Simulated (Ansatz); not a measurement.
Mulliken charges of CH3BIN, SMILES `C=NBI` from r2SCAN/def2-TZVPP in Ansatz (PBE0-D4/def2-TZVP geometry).

```json
{"atom": "C1", "x (Å)": "-0.322", "y (Å)": "1.184", "z (Å)": "0.572", "charge (e)": "0.012"}
{"atom": "N2", "x (Å)": "-0.010", "y (Å)": "0.160", "z (Å)": "-0.053", "charge (e)": "0.054"}
{"atom": "B3", "x (Å)": "0.329", "y (Å)": "-0.956", "z (Å)": "-0.726", "charge (e)": "-0.192"}
{"atom": "I4", "x (Å)": "0.413", "y (Å)": "-2.828", "z (Å)": "0.326", "charge (e)": "-0.071"}
{"atom": "H5", "x (Å)": "-1.366", "y (Å)": "1.501", "z (Å)": "0.661", "charge (e)": "0.092"}
{"atom": "H6", "x (Å)": "0.434", "y (Å)": "1.807", "z (Å)": "1.060", "charge (e)": "0.092"}
{"atom": "H7", "x (Å)": "0.583", "y (Å)": "-0.937", "z (Å)": "-1.887", "charge (e)": "0.012"}
```

**Question.** By hand: the dipole of these point charges (1 e Å = 4.8032 D).

**Answer.** Σ q r = (-0.176, 0.700, 0.256) e Å, of length 0.766 e Å = 3.68 D.

**Question.** How does the dipole of the full density compare? (An estimate is asked.)

**Answer.** The calculation gave: (-0.139, 0.651, 0.128) e Å, 3.26 D; the point charges give 1.13 times that, at 9° from its direction.

Point charges leave out the atoms' own dipoles, such as those of lone pairs, and Mulliken's split depends on the basis, so the close match here is no proof of good charges.
